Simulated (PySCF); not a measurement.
A structure optimised at PBE-D3(BJ)/def2-SVP, used in a PySCF frequency run:

```
Ge
F 1 1.7346
F 1 1.7346 2 105.65
Cl 1 2.1340 2 108.91 3 -116.85
Br 1 2.2765 2 109.95 3 118.60
```
Charge 0, spin multiplicity 1.

### Question
Write its SMILES, formula and point group.

### Answer
[F][Ge]([F])([Cl])[Br], BrClF2Ge, Cs

### Question
What are its rotational constants (standard atomic weights)?

### Answer
2.3383, 1.0845, 0.94118 GHz
